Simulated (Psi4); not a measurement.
Approach curve of the dimer COS ··· H4N+ (SMILES O=C=S and [NH4+]) (charge +1). Monomers: optimised at B3LYP-D3(BJ) (def2-TZVP), held rigid. Orientation: a random orientation, not optimised. Only R, the distance of the centres of mass, is varied, so the lowest point isn't the relaxed dimer.

Geometry at R = 4.08 Å (first 3 atoms: monomer A):
```
8

O     -1.2904    -0.0427     0.0000
C     -0.1355    -0.0045     0.0000
S      1.4258     0.0472     0.0000
N      1.5241    -0.6441    -3.8604
H      2.0733    -0.4341    -3.0207
H      0.5471    -0.8085    -3.5973
H      1.9012    -1.4820    -4.3147
H      1.5746     0.1483    -4.5087
```

Level of theory: SAPT0/jun-cc-pVDZ, frozen core (Psi4).

Components in kcal/mol:

```csv
R / Å,electrostatics,exchange,induction,dispersion,total
3.45,-0.76,6.33,-5.02,-1.69,-1.15
3.69,-0.15,2.96,-3.66,-1.07,-1.93
3.87,0.08,1.67,-2.96,-0.77,-1.99
4.08,0.23,0.85,-2.35,-0.54,-1.81
4.25,0.30,0.49,-1.96,-0.41,-1.58
4.47,0.35,0.24,-1.57,-0.29,-1.27
4.80,0.38,0.08,-1.14,-0.18,-0.86
5.06,0.38,0.03,-0.90,-0.12,-0.61
5.58,0.37,0.01,-0.59,-0.06,-0.28
6.27,0.33,0.00,-0.35,-0.03,-0.06
7.31,0.26,0.00,-0.19,-0.01,0.06
8.57,0.20,0.00,-0.10,0.00,0.10
```
